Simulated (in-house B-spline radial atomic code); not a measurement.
Ag⁺. Computed with a B-spline radial atomic code. Model: all-electron spherical atom, spin shells full or empty, radial basis limit, no spin-orbit coupling: exact exchange with a local potential (Slater, KLI or optimised effective potential, whose far tail is KLI's), no correlation.

Exchange potential has not reached -1/r at the last radius.

The run also made RPA and GW results, which its time includes.

The Slater potential averages the orbital exchange potentials with the orbital densities as weights, KLI adds orbital constants, and the optimised effective potential minimises the exact-exchange energy among local potentials. So their energies lie above Hartree-Fock in the order OEP, KLI, Slater. All fall off as −1/r, unlike LDA and GGA exchange.

Command:
```bash
python run_gw.py task.json out
```
Settings (lengths in bohr, energies in hartree):
```
Z                      47
electrons              46
configuration          [Kr] 4d10
hamiltonian            nr
method                 oep
lmax                   9
spin_polarised         False
box_radius             23.78
intervals              78
```

Run time, properties included: 8.7 s on 1 thread of Arm Neoverse N1 (shared host).

Given: hamiltonian non-relativistic; mean-field start exchange-only OEP.

Computed: energy above Hartree-Fock 14.901 millihartree; virial ratio -E/T less 1 0.

```csv
radius (bohr),r times exchange potential (hartree bohr)
0.00106,-0.040485
0.00134,-0.051126
0.00168,-0.064
0.00211,-0.080177
0.00266,-0.10067
0.00334,-0.12565
0.0042,-0.15655
0.00527,-0.19373
0.00663,-0.23873
0.00833,-0.29098
0.0105,-0.3508
0.0132,-0.41409
0.0165,?
0.0208,-0.52752
0.0261,-0.55523
0.0329,-0.54302
0.0413,-0.50515
0.0519,-0.53661
0.0653,-0.6857
0.082,-0.84549
0.103,-0.94833
0.13,-0.95406
0.163,-0.86236
0.205,-0.93517
0.257,-1.2036
0.324,-1.3693
0.407,-1.3387
0.511,-1.0285
0.643,-0.9333
0.808,-1.3499
1.02,-1.5476
1.28,-1.5726
1.6,-1.4689
2.02,-1.3101
2.53,?
3.19,-1.098
4.01,-1.0514
```

Q: What belongs in the row 0.0165?

A: r times exchange potential (hartree bohr): -0.47476.

Q: What belongs in the row 2.53?

A: r times exchange potential (hartree bohr): -1.1824.

```json
{"occupied": "1s", "level (hartree)": "-902.03", "Hartree-Fock level (hartree)": "-914.12"}
{"occupied": "2s", "level (hartree)": "-130.57", "Hartree-Fock level (hartree)": "-135.16"}
{"occupied": "2p", "level (hartree)": "-121.48", "Hartree-Fock level (hartree)": "-125.47"}
{"occupied": "3s", "level (hartree)": "-24.346", "Hartree-Fock level (hartree)": "-26.201"}
{"occupied": "3p", "level (hartree)": "?", "Hartree-Fock level (hartree)": "?"}
{"occupied": "3d", "level (hartree)": "?", "Hartree-Fock level (hartree)": "?"}
{"occupied": "4s", "level (hartree)": "-3.7608", "Hartree-Fock level (hartree)": "-4.2861"}
{"occupied": "4p", "level (hartree)": "-2.6202", "Hartree-Fock level (hartree)": "-2.9649"}
{"occupied": "4d", "level (hartree)": "-0.82425", "Hartree-Fock level (hartree)": "-0.82532"}
```

Q: What belongs in the row 3p?

A: level (hartree): -20.681; Hartree-Fock level (hartree): -22.229.

Q: What belongs in the row 3d?

A: level (hartree): -13.93; Hartree-Fock level (hartree): -14.962.

```json
{"empty": "5s", "level (hartree)": "-0.58143"}
{"empty": "5p", "level (hartree)": "?"}
{"empty": "6s", "level (hartree)": "-0.23567"}
{"empty": "5d", "level (hartree)": "-0.21067"}
```

Q: What belongs in the row 5p?

A: level (hartree): -0.40112.

The highest level, 4d, differs from Hartree-Fock by +0.029 eV and the deepest, 1s, by +329 eV: a local potential can match the highest level but can't give each shell its own exchange.
